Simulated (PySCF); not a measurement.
## Hf³¹⁺: ionisation energy

Hf³¹⁺ [Kr] 4d5 [4d3/2^4 4d5/2^1, M_J = 5/2] → Hf³²⁺ [Kr] 4d4 [4d3/2^4, M_J = 0], as a difference of total energies. All numbers are calculated (PySCF 2.14, the two-component X2C-1e Hamiltonian, in an uncontracted even-tempered set (17 s from 2.9 bohr⁻², ratio 2.8; 14 p from 3.8 bohr⁻², ratio 2.8; 9 d from 3.8 bohr⁻², ratio 2.8; 3 f from 16 bohr⁻², ratio 3)). Correlated levels: [Ar] 3d10 frozen; the 92 highest virtual spinors dropped. "Screened" scales the spin-orbit matrix elements by Boettger's factors to mimic the two-electron term; Breit and QED terms are absent.

```json
{"method": "GHF (spin-free)", "ionisation energy (eV)": "1257.6"}
{"method": "GMP2 (spin-free)", "ionisation energy (eV)": "1257.6"}
{"method": "GHF (screened spin-orbit)", "ionisation energy (eV)": "1243.8"}
{"method": "GMP2 (screened spin-orbit)", "ionisation energy (eV)": "1243.6"}
```

Breit and QED terms and the two-electron picture change are absent.

The spin-free rows relax to the high-spin LS determinant and lack the spin-orbit shift.

The labels give the starting determinants; with spin-orbit coupling the two ends relaxed to ⟨J²⟩ = 8.76, ⟨L²⟩ = 4.27, ⟨S²⟩ = 3.84 and ⟨J²⟩ = 0.00, ⟨L²⟩ = 2.47, ⟨S²⟩ = 2.47.

For comparison: 1245 ± 4 eV (theoretical estimate listed by NIST; NIST Atomic Spectra Database, ionization energies).
